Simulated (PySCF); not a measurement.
How the numbers were obtained: shielding tensors at PBE0/pcSseg-1 (GIAO), geometry from GFN2-xTB, in PySCF 2.14 (a single conformation, non-relativistic, no solvent, averaged over atoms made equivalent by symmetry, fast rotation or ring inversion).

Chemical shifts δ = σref − σ; TMS for ¹H (σref 31.72) and ¹³C (σref 186.93), all at this level. Shifts are as computed. Against solution values, carbons near 30 ppm lie about +3 ppm off and those near 130 ppm about +5 ppm. Of 1309 compounds with measured shifts, 239 miss one by over three times the rms of a fit or turn the order of signals round; such compounds aren't used in these exercises.

**Question.** Order these molecules by the shift of their most deshielded carbon, lowest δ first.
A. C[C@@H]1OC[C@]1(C)O[SiH3]
B. CO[C@H]1C[Si@H](OC)C1
C. C/C=C/[SiH](OC)OC
D. C[C@@]1(F)C=CC=C1C1CC1

**Answer.** B (76.0 ppm, sp3 CH bonded to O), A (90.7 ppm, sp3 CH bonded to O), C (155.6 ppm, alkene CH), D (170.6 ppm, fully substituted alkene carbon).

**Question.** Order these molecules by the shift of their most shielded carbon, lowest δ first.
A. C[C@@]1(F)C=CC=C1C1CC1
B. C[C@@H]1OC[C@]1(C)O[SiH3]
C. CO[C@H]1C[Si@H](OC)C1

**Answer.** A (11.0 ppm, three-membered-ring carbon), B (19.3 ppm, methyl carbon), C (29.4 ppm, sp3 CH2 bonded to Si).

**Question.** How many ¹³C and ¹H signals does each give (equivalence by symmetry and fast rotation, but not about amide C–N or C=N bonds)? `C/C=C/[SiH](OC)OC`, `CO[C@H]1C[Si@@H](OC)C1`, `C[C@@]1(F)C=CC=C1C1CC1`, `C[C@@H]1OC[C@]1(C)O[SiH3]`, `CO[C@H]1C[Si@H](OC)C1`

**Answer.** C/C=C/[SiH](OC)OC: 4 C, 5 H; CO[C@H]1C[Si@@H](OC)C1: 4 C, 6 H; C[C@@]1(F)C=CC=C1C1CC1: 9 C, 9 H; C[C@@H]1OC[C@]1(C)O[SiH3]: 5 C, 6 H; CO[C@H]1C[Si@H](OC)C1: 4 C, 6 H.
